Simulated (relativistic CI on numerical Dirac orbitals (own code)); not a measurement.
**What each ingredient does to the levels of Ba XVI**

Base calculation: Dirac-Coulomb-Breit CI, orbitals from a KLI potential per configuration, model QED (radiative potential, 1s self-energy scaled to tabulated hydrogen-like ionisation energies), unscaled Slater integrals.

Configuration list (outside the closed core [Ar] 3d10): 4s²4p⁶4d⁵, 4s²4p⁵4d⁶, 4s²4p⁶4d⁴4f, 4s²4p⁶4d⁴5p, 4s²4p⁶4d³4f5s, 4s²4p⁶4d³5s5p, 4p⁶4d⁷, 4p⁵4d⁸, 4s²4p⁶4d³5s², 4s²4p⁶4d²4f5s², 4s²4p⁶4d²5s²5p. Double excitations out of closed p, d and f shells are left out; levels of such configurations are missing from the list, as are those of other unlisted configurations, and high levels can miss mixing partners.

Variants: (1) valence Slater integrals scaled by 0.9; (2) QED terms removed; (3) only the first 3 configurations. Shifts of the energy above 4s²4p⁶4d⁵ ⁶S5/2, in cm⁻¹, for the lowest level and the first level of each name with at least 55 % of one term (blank where a level changes its place among those of its configuration and J or its character, or is not in the variant):

```tsv
Level	Base	Δ(1)	Δ(2)	Δ(3)
4s²4p⁶4d⁵ ⁶S5/2	0	0	0	0
4s²4p⁶4d⁵ ⁴G7/2	54190	-5556	+5	+44
4s²4p⁶4d⁵ ⁴G11/2	56214	-5477	-4	+19
4s²4p⁶4d⁵ ⁴G9/2	58660	-5274	-16	0
4s²4p⁶4d⁵ ⁴P1/2	64033	-5951	-9	+322
4s²4p⁶4d⁵ ⁴D7/2	71456	-5965	-31	-15
4s²4p⁶4d⁵ ²I11/2	80858	-6940	-29	+5
4s²4p⁶4d⁵ ⁴D1/2	81100	-5958	-58	+95
4s²4p⁶4d⁵ ²I13/2	88295	-7104	-48	-71
4s²4p⁶4d⁵ ²H11/2	121929	-8198	-110	+375
4s²4p⁶4d⁵ ²S1/2	126277	-10904	-46	+18
4s²4p⁶4d⁵ ²P3/2	178454	-16487	-32	+663
4s²4p⁶4d⁵ ²P1/2	187857	-15903	-76	+507
4s²4p⁵4d⁶ ⁶F°11/2	726721	+6186	+256	-26
4s²4p⁵4d⁶ ⁶F°9/2	745999	+5560	+216	-57
4s²4p⁵4d⁶ ⁶P°3/2	753484	+7259	+137	+14
4s²4p⁵4d⁶ ⁴H°13/2	773397	+2756	+219	-49
```

At this charge energies of transitions that change n are usually good to better than 1 %, and those within a shell (Δn = 0) to a few per cent. Terms inside the open d or f shell come out 10 to 20 % too wide with unscaled integrals. Levels and lines within the n = 5 or 6 shells can be off by up to 10 % or somewhat more, and those that change n by about 2 %, since core polarisation is missing.

Ionisation energy from the two ground configurations alone: base 389.827 eV; valence Slater integrals scaled by 0.9 389.28 eV. The NIST ASD value (theoretical) is 390 eV.

LS names give the leading component of a level, which can be under half, so a name can repeat, a term be missing and a line seem to break the LS rules.
